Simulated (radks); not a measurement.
Question: The mean radii <r> (bohr) of the occupied orbitals of an atom or ion are listed with their occupations. Method: Dirac Kohn-Sham, PBE, spin-unpolarised, spherical densities, finite nucleus; Fermi nuclear charge, rms radius of each element as measured or else 0.836 A^(1/3) + 0.57 fm; computed with a radial shooting solver on a logarithmic mesh with Libxc functionals.

| orbital | occ. | <r> |
|---|---|---|
| 1s1/2 | 2 | 0.3294 |
| 2s1/2 | 2 | 1.952 |
| 2p1/2 | 0.333333 | 2.301 |
| 2p3/2 | 0.666667 | 2.302 |

Name the element and its charge. Open shells, if any, are shared by 2j + 1.

Answer: Z = 5, boron, charge 0: B in [He] 2s2 2p1. The 1s radius gives Z: for a bare nucleus <r> = (2 gamma + 1)/(2Z) with gamma = sqrt(1 - (Z/c)^2), 0.2999 bohr for Z = 5, and screening makes it slightly larger (0.3294 here). The occupations add up to 5, and the charge is Z minus that.
